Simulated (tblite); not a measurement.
Compound: C3H8OSi.
Geometry (GFN2-xTB, Å), atoms numbered from 1 in this order:
```xyz
13
C3H8OSi angstrom
O      2.2462    0.9274    0.7131
Si     1.4375   -0.4137    0.2697
C     -0.1827    0.0019   -0.6003
C     -1.2871    0.6873    0.1560
C     -1.4431   -0.7386   -0.2529
H      2.4040    1.6504    0.1124
H      1.2193   -1.0440    1.5642
H      2.2443   -1.2243   -0.6495
H     -0.1052    0.2852   -1.6456
H     -1.8751    1.4364   -0.3546
H     -1.1309    0.9030    1.2024
H     -1.3934   -1.4976    0.5133
H     -2.1381   -0.9730   -1.0461
```

Method: GFN2-xTB as coded in tblite; computed harmonic values from a numerical Hessian at the method's own geometry, unscaled. Against measured fundamentals such values can be off by several per cent, at times by over 20. Modes of hydrogen on silicon can be 10 to 20 % off. One conformer, not necessarily the lowest.

Harmonic wavenumbers (cm⁻¹): 25.1, 148.2, 217.1, 261.4, 316.9, 516.5, 606.0, 655.5, 742.9, 773.1, 799.3, 811.6, 846.9, 893.8, 965.3, 1005.8, 1026.4, 1070.6, 1072.6, 1113.6, 1162.0, 1252.2, 1354.2, 1451.0, 1492.9, 2219.4, 2320.8, 3010.7, 3072.7, 3079.2, 3084.1, 3097.2, 3672.8.

A = 9209, B = 2373, C = 2100 MHz; mass 88.034 u (most abundant isotopes); point group C1, symmetry number 1.

Question: What is the zero-point energy?

Answer: Half the sum of the wavenumbers: 22069 cm⁻¹ = 264.00 kJ/mol.

Question: Give the ideal-gas entropy at 298.15 K and 1 bar in the rigid-rotor, harmonic-oscillator model (classical rotation).

Answer: Translation 164.70, rotation 110.25, vibration 71.48: S = 346.4 J/(mol K).

Question: And Cp and H(298.15 K) − H(0)?

Answer: Cp = 111.80 J/(mol K), of which vibrations give 78.54 (their classical limit is 33 R = 274.4); H(298.15 K) − H(0) = 20.79 kJ/mol without the zero-point energy, 10.88 from vibrations.

Question: What must be added to the electronic energy to get the Gibbs energy at 298.15 K and 1 bar?

Answer: ZPE + [H(298.15 K) − H(0)] − T·S = 264.00 + 20.79 − 103.29 = 181.50 kJ/mol.

Question: Which modes carry the vibrational entropy at 298.15 K?

Answer: 25.1 cm⁻¹: 25.87; 148.2 cm⁻¹: 11.28; 217.1 cm⁻¹: 8.30; 261.4 cm⁻¹: 6.91; 316.9 cm⁻¹: 5.55; 516.5 cm⁻¹: 2.59 J/(mol K); the other 27 give 10.99 together.

Question: How do the functions run with temperature in this model?

Answer: 
```
T (K)  S (J/(mol K))  Cp (J/(mol K))  H − H(0) (kJ/mol)  G − H(0) (kJ/mol)  ln q(vib)
  150          287.0            68.1               7.60             -35.45       2.10
  250          328.1            96.6              15.77             -66.26       3.51
  400          383.6           141.6              33.74            -119.69       5.74
  600          449.8           184.6              66.68            -203.19       8.86
  900          532.8           223.9             128.48            -351.01      13.42
```

q(vib) and H(0) count from the zero-point level.

Hindered rotation and anharmonicity are outside this model. Other conformers, if any are populated, would add a mixing term that is left out. The structure is chiral; the term R ln 2 for an equal mix with its mirror image is left out.
